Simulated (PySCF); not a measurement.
**Field gradients at the hydrogen positions**

C6H9BS.
Geometry (PBE0-D3(BJ)/def2-SVP, Å), atoms numbered from 1 in this order:
```xyz
17
C6H9BS angstrom
C     -1.4520    1.5400   -0.1138
B     -0.8727    0.0781   -0.0063
C     -1.8842   -1.1268    0.0747
C      0.6686   -0.1526    0.0007
C      1.6823    0.8669   -0.0160
C      2.9576    0.3784   -0.0133
S      2.9655   -1.3442    0.0083
C      1.2590   -1.4047    0.0137
H     -2.4659    1.6391    0.3034
H     -1.5405    1.7653   -1.1946
H     -0.8094    2.3247    0.3130
H     -2.3164   -1.1236    1.0933
H     -1.4647   -2.1279   -0.0997
H     -2.7409   -0.9787   -0.6034
H      1.4624    1.9357   -0.0279
H      3.8965    0.9309   -0.0224
H      0.7575   -2.3722    0.0247
```

Level: PBE0/pcSseg-1 (PySCF, non-relativistic); Q(2H) = 0.00286 b; rigid geometry, the same for H and D, with no vibrational averaging.

Problem. Rank these positions by the coupling χzz of a deuteron there, largest first.
A. H12 (methyl hydrogen)
B. H17 (aromatic hydrogen)
C. H9 (methyl hydrogen)

Solution. B (209 kHz), C (200 kHz), A (196 kHz).

Problem. Tabulate Vzz, the asymmetry η and χzz = 234.96 MHz × Q × Vzz for every hydrogen position.

Solution. 
```
atom  bonded to  bond length (Å)  Vzz (au)     η  χzz (kHz)
  H9         C1            1.101    0.2983  0.02        200
 H10         C1            1.108    0.2902  0.02        195
 H11         C1            1.100    0.3002  0.03        202
 H12         C3            1.107    0.2913  0.02        196
 H13         C3            1.099    0.3025  0.02        203
 H14         C3            1.103    0.2959  0.02        199
 H15         C5            1.091    0.3096  0.06        208
 H16         C6            1.089    0.3134  0.10        211
 H17         C8            1.090    0.3115  0.08        209
```

Problem. How does χzz go with the bond length over the 9 C–H bonds?

Solution. A straight-line fit has a slope of -8.2 kHz for each 0.01 Å, with a correlation coefficient of -0.99, over lengths from 1.089 to 1.108 Å. The longer bonds have the smaller couplings here.

Geometry: PBE0-D3(BJ)/def2-SVP; no solvent, vibrations or thermal averaging. The small basis limits the accuracy of the gradients.
